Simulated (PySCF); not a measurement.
These are PBE-D3(BJ)/def2-TZVP // B3LYP-D3(BJ)/def2-TZVP (PySCF 2.14.0) values and carry that method's errors. Gas-phase values, no solvent. One relaxed conformer stands for a flexible species; it need not be the lowest. Excitations are Tamm–Dancoff values on a coarser integration grid. The basis has no diffuse functions, so Rydberg states are missing or too high.

Reference species (SMILES): `O1[SiH2]O[SiH2][SiH2]1` (neutral, multiplicity 1).

```json
{
 "S1 oscillator strength": "0.017",
 "LUMO": "-1.57 eV",
 "S1–T1 gap (TDA)": "0.68 eV",
 "S1 excitation (TDA)": "5.45 eV"
}
```

Changed species: `O=[Si]([SiH3])[SiH2]O` (Si–Si–Si–O torsion 1°, Si–Si–O–H torsion -179°).

**Question.** What does the change do to the S1 oscillator strength, LUMO, S1–T1 gap (TDA) and S1 excitation (TDA)?

**Answer.** the S1 oscillator strength falls by 0.017, to 0.000; the LUMO decreases by 1.72 eV, to -3.29 eV; the S1–T1 gap (TDA) drops by 0.18 eV, to 0.50 eV; the S1 excitation (TDA) drops by 2.63 eV, to 2.82 eV.
